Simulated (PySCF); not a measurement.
C2H4GeN2, SMILES N#C/N=[CH]\[GeH3].

Coordinates come from a B3LYP-D3(BJ)/def2-SVP optimisation. The structure was generated by enumeration; whether it is a known compound was not checked.

The numbers are results of PySCF with PBE/def2-TZVP, not measurements.

The molecule is in vacuum.

```json
{
  "total_energy": "-2264.58943 hartree",
  "highest_occupied_level": "-6.66 eV",
  "lowest_empty_level": "-3.56 eV",
  "orbital_gap": "3.09 eV",
  "dipole_moment": "4.45 D",
  "quadrupole, principal values (traceless, Buckingham form, about the centre of nuclear charge)": "-11.29, 5.46, 5.84 D·Å",
  "mean_static_polarisability": "69.6 bohr³ (10.32 Å³)",
  "polarisability_principal_values": "48.5, 64.1, 96.3 bohr³"
}
```
